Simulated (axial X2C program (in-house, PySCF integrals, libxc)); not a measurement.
## Bond lengths and stretching modes, held linear, of OCSe

Calculated with an axial X2C code built on PySCF integrals: two-component X2C with atomic mean-field Coulomb and Gaunt terms, Gaussian nuclei, basis O dyall-av3z, C dyall-v3z, Se dyall-v3z with contracted cores. Spin-free rows use the one-electron spin-free X2C Hamiltonian.

Masses O 15.995, C 12.000, Se 79.917 u. States: 2c Ω = 0 (all partner blocks equally filled); spin-free M_S = 0, Λ = 0 (closed shell).

HF, spin-free: energies above the lowest point

```csv
r(O–C) (Å),r(C–Se) (Å),E (meV)
1.1222,1.6653,58.98
1.1222,1.7080,0.00
1.1222,1.7507,3.94
1.1510,1.6653,110.39
1.1510,1.7080,63.10
1.1510,1.7507,78.10
1.1510,1.7934,140.14
1.1798,1.6653,248.37
1.1798,1.7080,212.51
1.1798,1.7507,238.36
1.2086,1.7080,431.36
1.2086,1.7934,550.21
```

Problem. Fit a quadratic surface with cubic terms in each bond: where is the minimum, and what are the two stretching wavenumbers?

Solution. At HF, spin-free: bonds 1.117 and 1.727 Å; harmonic stretches 623.3 and 2248.4 cm⁻¹; force constants 20.4, 4.84 and coupling 1.41 mdyn/Å.

The other levels and Hamiltonians give:

```csv
Hamiltonian,level,r(O–C) (Å),r(C–Se) (Å),lower stretch (cm⁻¹),upper stretch (cm⁻¹)
2c,PBE0,1.150,1.706,666.8,2115.2
2c,HF,1.117,1.728,621.3,2247.7
2c,B3LYP,1.153,1.717,647.3,2075.7
2c,MP2,1.168,1.706,683.0,2011.9
spin-free,PBE0,1.150,1.705,668.1,2115.9
spin-free,B3LYP,1.153,1.716,648.7,2076.4
spin-free,MP2,1.168,1.705,684.0,2012.3
```

Each state is one determinant, the lowest of a limited PBE0 search; the stretches come from a fit to these few points and carry an uncertainty of a few per cent. Other orders of the atoms were not compared. MP2 freezes inner shells (threshold -2 hartree). The molecule was held linear; bending was not examined, so a bent shape may lie lower.
